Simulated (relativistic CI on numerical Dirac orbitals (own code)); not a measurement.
## Electric-dipole transitions in Cu¹²⁺

Method of calculation: Dirac-Coulomb-Breit CI, KLI orbitals optimised for each configuration, model QED (radiative potential, 1s self-energy scaled to tabulated hydrogen-like ionisation energies), unscaled Slater integrals (own radial code, finite nucleus).

CI space (outside the closed core [Ne]): 3s2 3p5, 3s 3p6, 3s2 3p4 3d, 3s 3p5 3d, 3p6 3d, 3s 3p4 3d2, 3s2 3p4 4s, 3s2 3p3 3d 4p, 3s2 3p4 4p, 3p6 4s, 3p6 4p, 3s 3p4 3d 4s, 3s2 3p4 4d, 3s2 3p3 3d 4s, 3s2 3p2 3d2 4s, 3s 3p3 3d2 4s, 3s2 3p2 3d 4s2, 3s2 3p2 3d 4s 4p, 3s2 3p2 3d 4s 4d. Double excitations out of closed p, d and f shells are left out; levels of such configurations are missing from the list, as are those of other unlisted configurations, and high levels can miss mixing partners.

| λ vac (Å) | Lower | Upper | A (s⁻¹) | E lower (cm⁻¹) | E upper (cm⁻¹) |
| --- | --- | --- | --- | --- | --- |
| 64.255 | 3s2 3p5 2P°_3/2 [1] | 3s2 3p4 4s 2D_5/2 [175] | 7.77e+10 | 0 | 1556303 |
| 65.409 | 3s2 3p5 2P°_1/2 [2] | 3s2 3p4 4s 2D_3/2 [176] | 9.78e+10 | 28631 | 1557481 |
| 65.898 | 3s2 3p5 2P°_3/2 [1] | 3s 3p4 3d2 4P_3/2 [144] | 1.20e+11 | 0 | 1517488 |
| 116.05 | 3s 3p6 2S_1/2 [3] | 3s 3p5 3d 2P°_1/2 [54] | 2.38e+11 | 336748 | 1198455 |
| 116.38 | 3s 3p6 2S_1/2 [3] | 3s 3p5 3d 2P°_3/2 [53] | 2.43e+11 | 336748 | 1196013 |
| 139.67 | 3s2 3p5 2P°_3/2 [1] | 3s2 3p4 3d 2P_1/2 [30] | 7.07e+10 | 0 | 715973 |
| 140.64 | 3s2 3p5 2P°_3/2 [1] | 3s2 3p4 3d 2D_5/2 [29] | 2.88e+11 | 0 | 711025 |
| 141.27 | 3s2 3p5 2P°_1/2 [2] | 3s2 3p4 3d 2D_3/2 [31] | 2.78e+11 | 28631 | 736490 |
| 141.89 | 3s2 3p5 2P°_3/2 [1] | 3s2 3p4 3d 2P_3/2 [28] | 2.67e+11 | 0 | 704762 |
| 143.74 | 3s 3p6 2S_1/2 [3] | 3s 3p5 3d 2P°_3/2 [48] | 2.74e+10 | 336748 | 1032453 |
| 145.04 | 3s 3p5 3d 4F°_9/2 [35] | 3s 3p4 3d2 4G_11/2 [198] | 4.44e+10 | 903127 | 1592611 |
| 145.49 | 3s2 3p5 2P°_1/2 [2] | 3s2 3p4 3d 2P_1/2 [30] | 1.90e+11 | 28631 | 715973 |
| 146.38 | 3s 3p5 3d 4F°_9/2 [35] | 3s 3p4 3d2 4D_7/2 [191] | 6.72e+10 | 903127 | 1586272 |
| 146.58 | 3s 3p5 3d 4F°_9/2 [35] | 3s 3p4 3d2 4F_9/2 [190] | 3.87e+10 | 903127 | 1585349 |
| 147.41 | 3s 3p5 3d 4F°_7/2 [36] | 3s 3p4 3d2 4D_5/2 [192] | 7.17e+10 | 908023 | 1586413 |
| 149.00 | 3s 3p5 3d 4F°_7/2 [36] | 3s 3p4 3d2 4F_7/2 [185] | 4.62e+10 | 908023 | 1579163 |
| 151.77 | 3s2 3p5 2P°_3/2 [1] | 3s2 3p4 3d 2S_1/2 [27] | 1.74e+11 | 0 | 658885 |
| 154.86 | 3s 3p5 3d 4F°_9/2 [35] | 3s 3p4 3d2 4G_11/2 [169] | 7.44e+10 | 903127 | 1548867 |
| 156.32 | 3s 3p5 3d 4F°_7/2 [36] | 3s 3p4 3d2 4G_9/2 [167] | 6.86e+10 | 908023 | 1547726 |
| 157.33 | 3s 3p5 3d 4D°_7/2 [39] | 3s 3p4 3d2 4F_9/2 [190] | 5.39e+10 | 949731 | 1585349 |
| 157.44 | 3s 3p5 3d 4F°_9/2 [35] | 3s 3p4 3d2 2H_11/2 [158] | 3.06e+10 | 903127 | 1538306 |
| 158.17 | 3s 3p5 3d 4F°_5/2 [37] | 3s 3p4 3d2 4G_7/2 [165] | 5.61e+10 | 913764 | 1545987 |
| 158.67 | 3s2 3p5 2P°_1/2 [2] | 3s2 3p4 3d 2S_1/2 [27] | 5.02e+10 | 28631 | 658885 |
| 159.33 | 3s 3p5 3d 4F°_3/2 [38] | 3s 3p4 3d2 4G_5/2 [166] | 5.80e+10 | 919245 | 1546872 |
| 186.18 | 3s2 3p4 3d 2S_1/2 [27] | 3s 3p5 3d 2P°_3/2 [53] | 5.15e+10 | 658885 | 1196013 |
| 190.54 | 3s2 3p4 3d 2G_9/2 [21] | 3s 3p5 3d 2F°_7/2 [50] | 7.40e+10 | 551522 | 1076352 |
| 190.54 | 3s2 3p4 3d 2F_5/2 [23] | 3s 3p5 3d 2D°_3/2 [51] | 4.29e+10 | 584023 | 1108842 |
| 190.90 | 3s2 3p4 3d 2G_7/2 [20] | 3s 3p5 3d 2F°_5/2 [49] | 6.56e+10 | 549981 | 1073809 |
| 192.74 | 3s2 3p4 3d 2F_7/2 [24] | 3s 3p5 3d 2D°_5/2 [52] | 4.45e+10 | 591610 | 1110434 |
| 206.19 | 3s2 3p4 3d 2D_5/2 [29] | 3s 3p5 3d 2P°_3/2 [53] | 3.36e+10 | 711025 | 1196013 |
| 211.80 | 3s2 3p4 3d 2D_5/2 [26] | 3s 3p5 3d 2D°_5/2 [52] | 2.04e+10 | 638298 | 1110434 |
| 222.25 | 3s2 3p4 3d 4D_5/2 [4] | 3s 3p5 3d 4F°_5/2 [37] | 5.88e+09 | 463816 | 913764 |
| 222.79 | 3s2 3p4 3d 4F_9/2 [8] | 3s 3p5 3d 4D°_7/2 [39] | 1.87e+10 | 500881 | 949731 |
| 223.40 | 3s2 3p4 3d 2F_7/2 [17] | 3s 3p5 3d 2F°_7/2 [43] | 1.25e+10 | 531764 | 979389 |
| 224.72 | 3s2 3p4 3d 4F_7/2 [10] | 3s 3p5 3d 4D°_5/2 [41] | 1.82e+10 | 509049 | 954056 |
| 225.12 | 3s2 3p4 3d 4D_5/2 [4] | 3s 3p5 3d 4F°_7/2 [36] | 7.14e+09 | 463816 | 908023 |
| 225.60 | 3s2 3p4 3d 4D_7/2 [5] | 3s 3p5 3d 4F°_7/2 [36] | 5.29e+09 | 464754 | 908023 |
| 228.12 | 3s2 3p4 3d 4D_7/2 [5] | 3s 3p5 3d 4F°_9/2 [35] | 8.63e+09 | 464754 | 903127 |
| 228.64 | 3s2 3p4 3d 4F_5/2 [12] | 3s 3p5 3d 4D°_3/2 [42] | 1.81e+10 | 517209 | 954586 |
| 234.11 | 3s2 3p4 3d 4D_7/2 [5] | 3s 3p5 3d 4P°_5/2 [34] | 1.92e+10 | 464754 | 891899 |
| 238.65 | 3s2 3p4 3d 4D_5/2 [4] | 3s 3p5 3d 4P°_3/2 [33] | 1.56e+10 | 463816 | 882835 |
| 239.75 | 3s2 3p4 3d 4P_5/2 [18] | 3s 3p5 3d 4D°_7/2 [39] | 1.02e+10 | 532634 | 949731 |
| 248.60 | 3s2 3p4 3d 4F_9/2 [8] | 3s 3p5 3d 4F°_9/2 [35] | 1.50e+10 | 500881 | 903127 |
| 250.64 | 3s2 3p4 3d 4F_7/2 [10] | 3s 3p5 3d 4F°_7/2 [36] | 1.06e+10 | 509049 | 908023 |
| 252.17 | 3s2 3p4 3d 4F_5/2 [12] | 3s 3p5 3d 4F°_5/2 [37] | 1.14e+10 | 517209 | 913764 |

Terms are leading LS components. Brackets give the number of a level in order of energy, since labels repeat. The list gives strong lines, with weight on those to low levels, without lines whose two gauges differ by over a factor of 2.5, among the lowest 200 of 2248 levels, so that lines to higher ones, which can be the strongest, are missing. Levels whose partners in the same complex of configurations lie outside the list can be far off, and so can their lines. Rates are taken at the computed energies, electric ones in the length gauge.

At this charge energies of transitions that change n are usually good to better than 1 %, and those within a shell (Δn = 0) to a few per cent.

LS names give the leading component of a level, which can be under half, so a name can repeat, a term be missing and a line seem to break the LS rules.
